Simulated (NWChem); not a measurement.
Everything below was run with NWChem. System: diselenium (Se2), charge 0, spin multiplicity 3, optimised in this run. Its SCF solution wasn't tested for a lower state. Level: UPBE/def2-SVP. This build takes 78.918 as the default mass of Se and 79.917 as that of Br, the reverse of their main isotopes.

Output (cleaned and shortened):

```
             Northwest Computational Chemistry Package (NWChem) 7.3.0
             --------------------------------------------------------

                                NWChem Input Module
                                -------------------

 Scaling coordinates for geometry "geometry" by  1.889725989
 (inverse scale =  0.529177249)

 Turning off AUTOSYM since
 SYMMETRY directive was detected!

          ------
          auto-z
          ------

                             Geometry "geometry" -> ""
                             -------------------------

 Output coordinates in angstroms (scale by  1.889725989 to convert to a.u.)

  No.       Tag          Charge          X              Y              Z
 ---- ---------------- ---------- -------------- -------------- --------------
    1 Se                  34.0000     0.00000000     0.00000000     1.08303400
    2 Se                  34.0000     0.00000000     0.00000000    -1.08303400

 Effective nuclear repulsion energy (a.u.)     282.4144485970

            Nuclear Dipole moment (a.u.)
            ----------------------------
        X                 Y               Z
 ---------------- ---------------- ----------------
     0.0000000000     0.0000000000     0.0000000000

      Symmetry information
      --------------------

 Group name             D2h
 Group number             26
 Group order               8
 No. of unique centers     1

      Symmetry unique atoms

     1


 Summary of "ao basis" -> "" (spherical)
 ------------------------------------------------------------------------------
       Tag                 Description            Shells   Functions and Types
 ---------------- ------------------------------  ------  ---------------------
 *                          def2-svp                  on all atoms

  pbe96 is a nonlocal functional; adding pw91lda local functional.

                           NWChem Geometry Optimization
                           ----------------------------

 maximum gradient threshold         (gmax) =   0.000450
 rms gradient threshold             (grms) =   0.000300
 maximum cartesian step threshold   (xmax) =   0.001800
 rms cartesian step threshold       (xrms) =   0.001200
 fixed trust radius                (trust) =   0.300000
 maximum step size to saddle      (sadstp) =   0.100000
 energy precision                  (eprec) =   5.0D-06
 maximum number of steps          (nptopt) =   80
 initial hessian option           (inhess) =    0
 line search option               (linopt) =    1
 hessian update option            (modupd) =    1
 saddle point option              (modsad) =    0
 initial eigen-mode to follow     (moddir) =    0
 initial variable to follow       (vardir) =    0
 follow first negative mode     (firstneg) =    T
 apply conjugacy                    (opcg) =    F
 source of zmatrix                         =   autoz

          -------------------
          Energy Minimization
          -------------------

 Names of Z-matrix variables
    1

 Variables with the same non-blank name are constrained to be equal

 Using diagonal initial Hessian
 Scaling for Hessian diagonals: bonds = 1.00  angles = 0.25  torsions = 0.10

          --------
          Step   0
          --------

                         Geometry "geometry" -> "geometry"
                         ---------------------------------

 Output coordinates in angstroms (scale by  1.889725989 to convert to a.u.)

  No.       Tag          Charge          X              Y              Z
 ---- ---------------- ---------- -------------- -------------- --------------
    1 Se                  34.0000     0.00000000     0.00000000     1.08303400
    2 Se                  34.0000     0.00000000     0.00000000    -1.08303400

 Effective nuclear repulsion energy (a.u.)     282.4144485970

            Nuclear Dipole moment (a.u.)
            ----------------------------
        X                 Y               Z
 ---------------- ---------------- ----------------
     0.0000000000     0.0000000000     0.0000000000

      Symmetry information
      --------------------

 Group name             D2h
 Group number             26
 Group order               8
 No. of unique centers     1
[...]
 d_dipole_x/<atom=   2,z> =    -0.0000     [   -0.0002]

 Y vector of derivative dipole (au) [debye/angstrom]
 d_dipole_y/<atom=   1,x> =     0.0000     [    0.0001]
 d_dipole_y/<atom=   1,y> =    -0.0000     [   -0.0002]
 d_dipole_y/<atom=   1,z> =     0.0000     [    0.0002]
 d_dipole_y/<atom=   2,x> =    -0.0000     [   -0.0001]
 d_dipole_y/<atom=   2,y> =     0.0000     [    0.0002]
 d_dipole_y/<atom=   2,z> =    -0.0000     [   -0.0002]

 Z vector of derivative dipole (au) [debye/angstrom]
 d_dipole_z/<atom=   1,x> =    -0.0000     [   -0.0001]
 d_dipole_z/<atom=   1,y> =    -0.0000     [   -0.0001]
 d_dipole_z/<atom=   1,z> =     0.0000     [    0.0001]
 d_dipole_z/<atom=   2,x> =     0.0000     [    0.0001]
 d_dipole_z/<atom=   2,y> =     0.0000     [    0.0001]
 d_dipole_z/<atom=   2,z> =    -0.0000     [   -0.0001]

 HESSIAN: the Hessian is done

  Vibrational analysis via the FX method

  See chapter 2 in "Molecular Vibrations" by Wilson, Decius and Cross

  Vib: Default input used

 ---------------------------- Atom information ----------------------------
     atom    #        X              Y              Z            mass
 --------------------------------------------------------------------------
    Se       1  0.0000000D+00  0.0000000D+00  2.0781666D+00  7.8918300D+01
    Se       2  0.0000000D+00  0.0000000D+00 -2.0781666D+00  7.8918300D+01
 --------------------------------------------------------------------------

          ----------------------------------------------------
          MASS-WEIGHTED NUCLEAR HESSIAN (Hartree/Bohr/Bohr/Kamu)
          ----------------------------------------------------

               1            2            3            4            5            6
   ----- ----- ----- ----- -----
    1   -8.16575D-05
    2    7.18727D-06 -8.16538D-05
    3   -8.05251D-06 -8.11612D-06  2.71756D+00
    4    1.31506D-04  1.05575D-07  1.49003D-07 -2.20365D-04
    5    1.03678D-07  1.31504D-04  1.58725D-07 -8.36742D-05 -2.20370D-04
    6   -1.62129D-07 -1.65207D-07 -2.71751D+00 -8.79259D-05 -8.78803D-05  2.71741D+00


 ----------------------------------------------------------------------------
 Normal Eigenvalue ||         Derivative Dipole Moments (debye/angs)
  Mode   [cm**-1]  ||      [d/dqX]             [d/dqY]           [d/dqZ]
 ------ ---------- || ------------------ ------------------ -----------------
    1       -3.172 ||       0.000               0.000             0.000
    2       -2.551 ||       0.000              -0.000             0.000
    3       -1.218 ||      -0.000              -0.000            -0.000
    4        0.741 ||       0.000              -0.000             0.000
    5        0.884 ||       0.000               0.000             0.000
    6      378.969 ||       0.000               0.000             0.000
 ----------------------------------------------------------------------------

 ----------------------------------------------------------------------------
 Normal Eigenvalue ||                 Infra Red Intensities
  Mode   [cm**-1]  || [atomic units] [(debye/angs)**2] [(KM/mol)] [arbitrary]
 ------ ---------- || -------------- ----------------- ---------- -----------
    1       -3.172 ||    0.000000           0.000         0.000       9.073
    2       -2.551 ||    0.000000           0.000         0.000      19.673
    3       -1.218 ||    0.000000           0.000         0.000       1.856
    4        0.741 ||    0.000000           0.000         0.000       0.161
    5        0.884 ||    0.000000           0.000         0.000       0.151
    6      378.969 ||    0.000000           0.000         0.000      29.087
 ----------------------------------------------------------------------------

        Vibrational analysis via the FX method
  --- with translations and rotations projected out ---
  --- via the Eckart algorithm                      ---
 Dependent rotation vector no.                    3
  found in ECKART; assuming linear geometry
 Projected Nuclear Hessian trans-rot subspace norm:1.9259D-34
                         (should be close to zero!)

          --------------------------------------------------------
          MASS-WEIGHTED PROJECTED HESSIAN (Hartree/Bohr/Bohr/Kamu)
          --------------------------------------------------------

               1            2            3            4            5            6
   ----- ----- ----- ----- -----
    1    0.00000D+00
    2    1.34163D-21  0.00000D+00
    3    0.00000D+00 -8.04978D-21  2.71750D+00
    4    0.00000D+00  0.00000D+00  1.07330D-20  0.00000D+00
    5    0.00000D+00 -2.14661D-20  0.00000D+00  0.00000D+00  0.00000D+00
    6   -8.80444D-22  8.67867D-21 -2.71750D+00 -1.07330D-20  1.07330D-20  2.71750D+00

 center of mass
 --------------
 x =   0.00000000 y =   0.00000000 z =   0.00000000

 moments of inertia (a.u.)
 ------------------
         681.660979776243           0.000000000000           0.000000000000
           0.000000000000         681.660979776243           0.000000000000
           0.000000000000           0.000000000000           0.000000000000

 Rotational Constants
 --------------------
 A=   0.000000 cm-1  (  0.000000 K)
 B=   0.088314 cm-1  (  0.127061 K)
 C=   0.088314 cm-1  (  0.127061 K)

 Temperature                      =   298.15K
 frequency scaling parameter      =   1.0000

 Linear Molecule

 Zero-Point correction to Energy  =    0.542 kcal/mol  (  0.000863 au)
 Thermal correction to Energy     =    2.229 kcal/mol  (  0.003553 au)
 Thermal correction to Enthalpy   =    2.821 kcal/mol  (  0.004496 au)

 Total Entropy                    =   58.128 cal/mol-K
   - Translational                =   41.060 cal/mol-K (mol. weight = 157.8366)
   - Rotational                   =   16.025 cal/mol-K (symmetry #  =        2)
   - Vibrational                  =    1.043 cal/mol-K

 Cv (constant volume heat capacity) =    6.480 cal/mol-K
   - Translational                  =    2.979 cal/mol-K
   - Rotational                     =    1.986 cal/mol-K
   - Vibrational                    =    1.514 cal/mol-K


 ----------------------------------------------------------------------------
 Normal Eigenvalue ||    Projected Derivative Dipole Moments (debye/angs)
  Mode   [cm**-1]  ||      [d/dqX]             [d/dqY]           [d/dqZ]
 ------ ---------- || ------------------ ------------------ -----------------
    1       -0.000 ||       0.000               0.000            -0.000
    2        0.000 ||      -0.000               0.000            -0.000
    3        0.000 ||       0.000              -0.000            -0.000
    4        0.000 ||       0.000              -0.000             0.000
    5        0.000 ||      -0.000               0.000             0.000
    6      378.969 ||       0.000               0.000             0.000
 ----------------------------------------------------------------------------

 ----------------------------------------------------------------------------
 Normal Eigenvalue ||           Projected Infra Red Intensities
  Mode   [cm**-1]  || [atomic units] [(debye/angs)**2] [(KM/mol)] [arbitrary]
 ------ ---------- || -------------- ----------------- ---------- -----------
    1       -0.000 ||    0.000000           0.000         0.000       0.000
    2        0.000 ||    0.000000           0.000         0.000       7.712
    3        0.000 ||    0.000000           0.000         0.000       7.746
    4        0.000 ||    0.000000           0.000         0.000       7.711
    5        0.000 ||    0.000000           0.000         0.000       7.744
    6      378.969 ||    0.000000           0.000         0.000      29.086
 ----------------------------------------------------------------------------

 Task  times  cpu:       58.1s     wall:       58.1s

 Total times  cpu:       68.6s     wall:       68.6s
```

**Question.** Write an NWChem input that would produce this output.

**Answer.** This is not unique; one that fits is 
```
start mol
memory heap 200 mb stack 900 mb global 1100 mb
geometry units angstroms
  Se     0.000000     0.000000     1.083034
  Se     0.000000     0.000000    -1.083034
  symmetry group D2h
end
basis spherical
  * library def2-svp
end
dft
  xc xpbe96 cpbe96
  odft
  mult 3
  semidirect memsize 60000000 filesize 0
  iterations 100
end
driver
  maxiter 80
end
task dft optimize
task dft freq
```
